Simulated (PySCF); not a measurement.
Calculation: PBE-D3(BJ)/def2-TZVP // B3LYP-D3(BJ)/def2-TZVP (PySCF 2.14.0). Isolated molecules, 0 K electronic values unless said otherwise. 

Reference species (SMILES): `[CH3][InH]` (neutral, multiplicity 2).

The dipole moment comes out as 0.70 D.

Changed species: `[CH3][In][CH3]` (radical fragment; the reference has radical fragment).

**Question.** What does the change do to the dipole moment?

**Answer.** the dipole moment decreases by 0.52 D, to 0.18 D.
